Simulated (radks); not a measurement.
Results of a calculation; reference values are marked as such.
Ionisation of Tl, [Hg] 6p1, to Tl+, [Hg], under several functionals. Scalar-relativistic Kohn-Sham, spin-unpolarised, spherical densities, finite nucleus; a radial shooting solver on a logarithmic mesh with Libxc functionals.

functional	E(Tl) (hartree)	Exc (hartree)	IE (eV)	-e(HOMO) (eV)	<r> HOMO (bohr)	IE error (eV)
PW91	-20242.5593	-380.1065	5.226	2.405	3.847	-0.882
exchange-only r2SCAN	-20238.0528	-373.8335	4.185	1.603	4.029	-1.923
exchange-only PBE	-20235.7571	-373.2325	4.665	1.918	4.109	-1.443
SCAN	-20243.7827	-379.7927	5.132	2.385	3.670	-0.977
exchange-only B88	-20237.3348	-374.8123	4.571	1.847	4.043	-1.538
r2SCAN	-20243.0450	-378.8952	4.947	2.272	3.784	-1.161
RPBE	-20241.2572	-378.8109	5.097	2.304	3.926	-1.011
exchange-only LDA	-20221.2506	-358.7436	4.488	1.763	3.994	-1.620
LDA (Slater exchange, Perdew-Wang correlation)	-20229.7402	-367.3255	5.405	2.577	3.773	-0.703
BP86	-20242.9757	-380.5148	5.294	2.523	3.795	-0.814
BLYP	-20241.7387	-379.2580	5.191	2.350	3.865	-0.917

NIST Atomic Spectra Database: 6.108 eV (measured). Closest: LDA (Slater exchange, Perdew-Wang correlation). The Delta-SCF values span 1.22 eV, the total energies 22.53 hartree. The highest occupied level is 6p. Spin polarisation and multiplet splitting are left out, so open shells lie too high by an amount that depends on their filling. Spin-orbit splitting is averaged out at the scalar-relativistic level.

Beside tabulated values, note that spin-unpolarised runs miss the spin-polarisation part of the exchange energy of open shells, and scalar-relativistic runs lack spin-orbit coupling.
